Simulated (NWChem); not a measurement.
Program: NWChem. System: HNaO, charge 0, spin multiplicity 1, displaced from the optimised geometry. The structure started from a generated list of species. Level: PBE0/def2-TZVP.

Job file:

```
start mol
memory heap 200 mb stack 900 mb global 1100 mb
geometry units angstroms nocenter noautoz
  Na     0.433165    -0.820345     0.000000
  O     -0.451372     0.926692     0.000000
  H     -1.153836     1.610255     0.000000
  symmetry group Cs
end
basis spherical
  * library def2-tzvp
end
dft
  xc pbe0
  semidirect memsize 60000000 filesize 0
  iterations 100
  grid medium
end
task dft gradient
```

Output (cleaned and shortened):

```
             Northwest Computational Chemistry Package (NWChem) 7.3.0
             --------------------------------------------------------

                                NWChem Input Module
                                -------------------

 Scaling coordinates for geometry "geometry" by  1.889725989
 (inverse scale =  0.529177249)

 Turning off AUTOSYM since
 SYMMETRY directive was detected!

                             Geometry "geometry" -> ""
                             -------------------------

 Output coordinates in angstroms (scale by  1.889725989 to convert to a.u.)

  No.       Tag          Charge          X              Y              Z
 ---- ---------------- ---------- -------------- -------------- --------------
    1 Na                  11.0000     0.43316500    -0.82034500     0.00000000
    2 O                    8.0000    -0.45137200     0.92669200     0.00000000
    3 H                    1.0000    -1.15383600     1.61025500     0.00000000

 Effective nuclear repulsion energy (a.u.)      30.1052074886

            Nuclear Dipole moment (a.u.)
            ----------------------------
        X                 Y               Z
 ---------------- ---------------- ----------------
     0.0000056692    -0.0000075589     0.0000000000

      Symmetry information
      --------------------

 Group name             Cs
 Group number              2
 Group order               2
 No. of unique centers     3

      Symmetry unique atoms

     1    2    3


 Summary of "ao basis" -> "" (spherical)
 ------------------------------------------------------------------------------
       Tag                 Description            Shells   Functions and Types
 ---------------- ------------------------------  ------  ---------------------
 *                         def2-tzvp                  on all atoms

                                 NWChem DFT Module
                                 -----------------

 Summary of "ao basis" -> "ao basis" (spherical)
 ------------------------------------------------------------------------------
       Tag                 Description            Shells   Functions and Types
 ---------------- ------------------------------  ------  ---------------------
 Na                        def2-tzvp                12       32   5s4p3d
 O                         def2-tzvp                11       31   5s3p2d1f
 H                         def2-tzvp                 4        6   3s1p

 Summary of "ao basis" -> "ao basis" (spherical)
 ------------------------------------------------------------------------------
       Tag                 Description            Shells   Functions and Types
 ---------------- ------------------------------  ------  ---------------------
 Na                        def2-tzvp                12       32   5s4p3d
 O                         def2-tzvp                11       31   5s3p2d1f
 H                         def2-tzvp                 4        6   3s1p

      Symmetry analysis of basis
      --------------------------

        a'         48
        a"         21

            General Information
            -------------------
          SCF calculation type: DFT
          Wavefunction type:  closed shell.
          No. of atoms     :     3
          No. of electrons :    20
           Alpha electrons :    10
            Beta electrons :    10
          Charge           :     0
          Spin multiplicity:     1
          Use of symmetry is: on ; symmetry adaption is: on
          Maximum number of iterations: 100
          AO basis - number of functions:    69
                     number of shells:    27
          Convergence on energy requested:  1.00D-06
          Convergence on density requested:  1.00D-05
          Convergence on gradient requested:  5.00D-04

              XC Information
              --------------
                         PBE0 Method XC Functional
                     Hartree-Fock (Exact) Exchange  0.250
          PerdewBurkeErnzerhof Exchange Functional  0.750
            Perdew 1991 LDA Correlation Functional  1.000 local
           PerdewBurkeErnz. Correlation Functional  1.000 non-local

             Grid Information
             ----------------
          Grid used for XC integration:  medium
          Radial quadrature: Mura-Knowles
          Angular quadrature: Lebedev.
          Tag              B.-S. Rad. Rad. Pts. Rad. Cut. Ang. Pts.
          ---              ---------- --------- --------- ---------
          Na                  1.80       88          11.0       434
          O                   0.60       49           9.0       434
          H                   0.35       45          12.0       434
          Grid pruning is: on
          Number of quadrature shells:   182
          Spatial weights used:  Erf1

          Convergence Information
          -----------------------
          Convergence aids based upon iterative change in
          total energy or number of iterations.
          Levelshifting, if invoked, occurs when the
          HOMO/LUMO gap drops below (HL_TOL):  1.00D-02
          DIIS, if invoked, will attempt to extrapolate
          using up to (NFOCK): 10 stored Fock matrices.

                    Damping( 0%)  Levelshifting(0.5)       DIIS
                  --------------- ------------------- ---------------
          dE  on:    start            ASAP                start
          dE off:    2 iters        100 iters           100 iters

      Screening Tolerance Information
      -------------------------------
          Density screening/tol_rho:  1.00D-10
          AO Gaussian exp screening on grid/accAOfunc:  14
[...]
 d= 0,ls=0.5,diis    23   -237.9732000825 -3.17D-05  7.42D-05  4.45D-05     5.3
 d= 0,ls=0.5,diis    24   -237.9732194739 -1.94D-05  5.83D-05  2.73D-05     5.4
 d= 0,ls=0.5,diis    25   -237.9732314899 -1.20D-05  4.58D-05  1.61D-05     5.6
 d= 0,ls=0.5,diis    26   -237.9732388421 -7.35D-06  3.59D-05  9.69D-06     5.7
 d= 0,ls=0.5,diis    27   -237.9732433502 -4.51D-06  2.82D-05  5.80D-06     5.9
 d= 0,ls=0.5,diis    28   -237.9732461059 -2.76D-06  2.20D-05  3.52D-06     6.0
 d= 0,ls=0.5,diis    29   -237.9732477902 -1.68D-06  1.73D-05  2.15D-06     6.1
 d= 0,ls=0.5,diis    30   -237.9732488248 -1.03D-06  1.35D-05  1.30D-06     6.2
 d= 0,ls=0.5,diis    31   -237.9732494573 -6.33D-07  1.06D-05  7.89D-07     6.5
 d= 0,ls=0.5,diis    32   -237.9732498454 -3.88D-07  8.29D-06  4.78D-07     6.7

         Total DFT energy =     -237.973250082759
      One electron energy =     -393.836455356916
           Coulomb energy =      149.050860264438
    Exchange-Corr. energy =      -23.292862478925
 Nuclear repulsion energy =       30.105207488643

 Numeric. integr. density =       19.999997614052

     Total iterative time =      6.5s

                  Occupations of the irreducible representations
                  ----------------------------------------------

                     irrep           alpha         beta
                     --------     --------     --------
                     a'                8.0          8.0
                     a"                2.0          2.0

                       DFT Final Molecular Orbital Analysis
                       ------------------------------------

 Vector    8  Occ=2.000000D+00  E=-3.359161D-01  Symmetry=a'
              MO Center= -5.0D-01,  9.6D-01, -5.4D-16, r^2= 9.0D-01
   Bfn.  Coefficient  Atom+Function         Bfn.  Coefficient  Atom+Function
  ----- ------------  ---------------      ----- ------------  ---------------
    39     -0.271462  2 O  py                38      0.258773  2 O  px
    42     -0.222014  2 O  py                65     -0.222109  3 H  s
    41      0.207455  2 O  px                37      0.203498  2 O  s
    64     -0.162123  3 H  s                 36      0.144145  2 O  s
    45     -0.132520  2 O  py                44      0.125785  2 O  px

 Vector    9  Occ=2.000000D+00  E=-1.857567D-01  Symmetry=a'
              MO Center= -4.6D-01,  8.9D-01, -3.7D-15, r^2= 9.5D-01
   Bfn.  Coefficient  Atom+Function         Bfn.  Coefficient  Atom+Function
  ----- ------------  ---------------      ----- ------------  ---------------
    38      0.318749  2 O  px                39      0.308872  2 O  py
    41      0.259236  2 O  px                42      0.253619  2 O  py
    45      0.254552  2 O  py                44      0.245746  2 O  px
     4     -0.064399  1 Na s                 12      0.055221  1 Na px
     6     -0.049818  1 Na px                15      0.041652  1 Na px

 Vector   10  Occ=2.000000D+00  E=-1.849675D-01  Symmetry=a"
              MO Center= -4.5D-01,  9.0D-01,  4.3D-15, r^2= 9.3D-01
   Bfn.  Coefficient  Atom+Function         Bfn.  Coefficient  Atom+Function
  ----- ------------  ---------------      ----- ------------  ---------------
    40      0.444638  2 O  pz                43      0.363196  2 O  pz
    46      0.353355  2 O  pz                14      0.069928  1 Na pz
    17      0.049145  1 Na pz                 8     -0.045053  1 Na pz
    29      0.031650  1 Na d -1              69      0.026032  3 H  pz

 Vector   11  Occ=0.000000D+00  E=-4.676523D-02  Symmetry=a'
              MO Center=  9.1D-01, -1.8D+00,  4.8D-16, r^2= 6.5D+00
   Bfn.  Coefficient  Atom+Function         Bfn.  Coefficient  Atom+Function
  ----- ------------  ---------------      ----- ------------  ---------------
     5      0.534349  1 Na s                  4      0.410552  1 Na s
    13     -0.252841  1 Na py                16     -0.184073  1 Na py
     3     -0.171602  1 Na s                 12      0.118843  1 Na px
    15      0.094383  1 Na px                 7      0.069899  1 Na py
    66      0.069466  3 H  s                 36     -0.061321  2 O  s

 Vector   12  Occ=0.000000D+00  E= 2.288346D-02  Symmetry=a'
              MO Center=  3.6D-01, -1.1D+00, -1.2D-14, r^2= 1.1D+01
   Bfn.  Coefficient  Atom+Function         Bfn.  Coefficient  Atom+Function
  ----- ------------  ---------------      ----- ------------  ---------------
    12      0.906603  1 Na px                13      0.357399  1 Na py
     5     -0.120633  1 Na s                 32      0.089313  1 Na d  2
     4      0.088376  1 Na s                 66      0.075652  3 H  s
     6     -0.074019  1 Na px                28     -0.074272  1 Na d -2
    38     -0.071713  2 O  px                45     -0.071074  2 O  py

 Vector   13  Occ=0.000000D+00  E= 2.317734D-02  Symmetry=a"
              MO Center=  5.2D-01, -1.0D+00,  8.9D-14, r^2= 1.1D+01
   Bfn.  Coefficient  Atom+Function         Bfn.  Coefficient  Atom+Function
  ----- ------------  ---------------      ----- ------------  ---------------
    14      0.970465  1 Na pz                29     -0.107811  1 Na d -1
    46     -0.104550  2 O  pz                40     -0.091601  2 O  pz
     8     -0.080838  1 Na pz                43     -0.065324  2 O  pz
    31     -0.048827  1 Na d  1              17      0.040747  1 Na pz

 center of mass
 --------------
 x =   0.07446237 y =  -0.11408312 z =   0.00000000

 moments of inertia (a.u.)
 ------------------
         113.111910020911          59.412063419372           0.000000000000
          59.412063419372          31.611170653900           0.000000000000
           0.000000000000           0.000000000000         144.723080674811

     Multipole analysis of the density
     ---------------------------------

     L   x y z        total         alpha         beta         nuclear
     -   - - -        -----         -----         ----         -------
     0   0 0 0     -0.000000    -10.000000    -10.000000     20.000000

     1   1 0 0      1.025365      0.512680      0.512680      0.000006
     1   0 1 0     -2.287511     -1.143752     -1.143752     -0.000008
     1   0 0 1     -0.000000     -0.000000     -0.000000      0.000000

     2   2 0 0     -7.468155    -12.706702    -12.706702     17.945248
     2   1 1 0     -2.502659     15.020270     15.020270    -32.543198
     2   1 0 1      0.000000      0.000000      0.000000      0.000000
     2   0 2 0     -6.443534    -33.335857    -33.335857     60.228181
     2   0 1 1     -0.000000     -0.000000     -0.000000      0.000000
     2   0 0 2     -9.488446     -4.744223     -4.744223      0.000000

            General Information
            -------------------
          SCF calculation type: DFT
          Wavefunction type:  closed shell.
          No. of atoms     :     3
          No. of electrons :    20
           Alpha electrons :    10
            Beta electrons :    10
          Charge           :     0
          Spin multiplicity:     1
          Use of symmetry is: on ; symmetry adaption is: on
          Maximum number of iterations: 100
          AO basis - number of functions:    69
                     number of shells:    27
          Convergence on energy requested:  1.00D-06
          Convergence on density requested:  1.00D-05
          Convergence on gradient requested:  5.00D-04

              XC Information
              --------------
                         PBE0 Method XC Functional
                     Hartree-Fock (Exact) Exchange  0.250
          PerdewBurkeErnzerhof Exchange Functional  0.750
            Perdew 1991 LDA Correlation Functional  1.000 local
           PerdewBurkeErnz. Correlation Functional  1.000 non-local

             Grid Information
             ----------------
          Grid used for XC integration:  medium
          Radial quadrature: Mura-Knowles
          Angular quadrature: Lebedev.
          Tag              B.-S. Rad. Rad. Pts. Rad. Cut. Ang. Pts.
          ---              ---------- --------- --------- ---------
          Na                  1.80       88          11.0       434
          O                   0.60       49           9.0       434
          H                   0.35       45          12.0       434
          Grid pruning is: on
          Number of quadrature shells:   182
          Spatial weights used:  Erf1

          Convergence Information
          -----------------------
          Convergence aids based upon iterative change in
          total energy or number of iterations.
          Levelshifting, if invoked, occurs when the
          HOMO/LUMO gap drops below (HL_TOL):  1.00D-02
          DIIS, if invoked, will attempt to extrapolate
          using up to (NFOCK): 10 stored Fock matrices.

                    Damping( 0%)  Levelshifting(0.5)       DIIS
                  --------------- ------------------- ---------------
          dE  on:    start            ASAP                start
          dE off:    2 iters        100 iters           100 iters

      Screening Tolerance Information
      -------------------------------
          Density screening/tol_rho:  1.00D-10
          AO Gaussian exp screening on grid/accAOfunc:  14
          CD Gaussian exp screening on grid/accCDfunc:  20
          XC Gaussian exp screening on grid/accXCfunc:  20
          Schwarz screening/accCoul:  1.00D-08

                            NWChem DFT Gradient Module
                            --------------------------

  charge          =   0.00
  wavefunction    = closed shell

  Using symmetry

                         DFT ENERGY GRADIENTS

    atom               coordinates                        gradient
                 x          y          z           x          y          z
   1 Na      0.818563  -1.550227   0.000000    0.001821  -0.003813   0.000000
   2 O      -0.852969   1.751194   0.000000    0.018193  -0.015417   0.000000
   3 H      -2.180434   3.042941   0.000000   -0.020014   0.019230   0.000000

                 ----------------------------------------
                 |  Time  |  1-e(secs)   |  2-e(secs)   |
                 ----------------------------------------
                 |  CPU   |       0.00   |       4.30   |
                 ----------------------------------------
                 |  WALL  |       0.00   |       4.30   |
                 ----------------------------------------

 Task  times  cpu:       11.4s     wall:       11.4s

 Total times  cpu:       11.5s     wall:       11.5s
```
